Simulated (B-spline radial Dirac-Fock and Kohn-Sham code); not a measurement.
What relativity does to the binding energies of Sn⁺

System: tin as Sn⁺, [Kr] 4d10 5s2 5p1.

Both columns are ΔSCF binding energies of the configuration average from an atomic code on a B-spline grid: non-relativistic Hartree-Fock with a point nucleus, and Dirac-Fock with a finite nucleus and the Coulomb interaction alone, averaged over the two j levels with weights 2j+1.

| shell | Hartree-Fock (eV) | Dirac-Fock (eV) | shift (eV) | shift (%) |
| --- | --- | --- | --- | --- |
| 1s | 28279.0 | 29312.4 | +1033.37 | +3.65 |
| 2s | 4246.0 | 4498.6 | +252.55 | +5.95 |
| 2p | 3957.5 | 4030.4 | +72.88 | +1.84 |
| 3s | 853.5 | 906.3 | +52.81 | +6.19 |
| 3p | 733.6 | 749.5 | +15.92 | +2.17 |
| 3d | 513.2 | 505.7 | -7.55 | -1.47 |
| 4s | 153.6 | 163.5 | +9.91 | +6.46 |
| 4p | 111.9 | 114.1 | +2.23 | +1.99 |
| 4d | 41.98 | 40.39 | -1.59 | -3.78 |
| 5s | 19.52 | 20.46 | +0.94 | +4.80 |
| 5p | 13.63 | 13.65 | +0.02 | +0.17 |

Relativity binds 1s, 2s, 2p, 3s, 3p, 4s, 4p, 5s, 5p more strongly, among those listed most of all 4s in relative terms, and 3d, 4d more weakly, because the contracted s and p shells screen the nucleus better.

Values without a named source are computed, but for edge energies of neutral atoms, which are taken from tables.
